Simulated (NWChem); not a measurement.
System: PbH₂S, singlet; SMILES [SH][PbH]

Program: NWChem. Low-valent species are run as closed-shell singlets; no triplet was tried in these runs. Structure relaxed at the PBE0/def2-SVP level. def2 effective core potentials on Pb; no spin-orbit coupling. Level PBE/def2-SVP: energy and gradient on several grids; changes count from the extra-fine grid, which is no exact limit either.

**Question.** Which is the coarsest grid (medium; xcoarse; xfine; coarse; fine) from which on the energy stays within 100 μHa and each gradient component within 200 μHa/bohr of xfine?

**Answer.** medium.
| grid | size of the energy change (μHa) | largest change of a gradient component (μHa/bohr) |
|---|---|---|
| xcoarse | 2000 | 6000 |
| coarse | 60 | 2000 |
| medium | 20 | < 30 |
| fine | < 10 | 30 |
| xfine | < 10 | < 30 |
